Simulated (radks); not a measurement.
Task: Spherical quantum dot in the effective-mass picture: electrons in a well V = -V0 / (1 + exp((r - R)/a)) with V0 = 11, R = 2.8, a = 0.13, with a point charge +1 (a donor) at the centre, all in effective atomic units (hartree* = m*/eps^2 hartree, bohr* = eps/m* bohr), one dielectric constant everywhere. Calculated with a radial shooting solver with Libxc functionals: non-relativistic Kohn-Sham, LDA (Slater exchange, Perdew-Wang correlation), spin-polarised, spherical densities. Levels are named by radial order and angular momentum (1s, 1p, 1d, 2s, ...), and open shells are averaged over m. Each electron was tried in the lowest free levels, single moves between levels near the top were tried too, and the lowest total energy was kept; such a search can miss a lower state. The series stops at N = 19: beyond it a trial failed or the search could not be trusted, so later rows were left out. Give the order in which the levels fill up to N = 19, the shell closures and the spin along the way.

Result: Shells are first occupied in the order 1s, 1p, 1d, 2s. Open shells at each N (closed shells left out): 1: 1s(up 1, down 0); 2: none; 3: 1p(up 1, down 0); 4: 1p(up 2, down 0); 5: 1p(up 3, down 0); 6: 1p(up 3, down 1); 7: 1p(up 3, down 2); 8: none; 9: 1d(up 1, down 0); 10: 1d(up 2, down 0); 11: 1d(up 3, down 0); 12: 1d(up 4, down 0); 13: 1d(up 5, down 0); 14: 1d(up 5, down 1); 15: 1d(up 5, down 2); 16: 1d(up 5, down 3); 17: 1d(up 5, down 4); 18: none; 19: 2s(up 1, down 0). All shells are closed at N = 2, 8, 18 (there: 1s2 1p6 1d10). Largest 2S: 5, at N = 13.
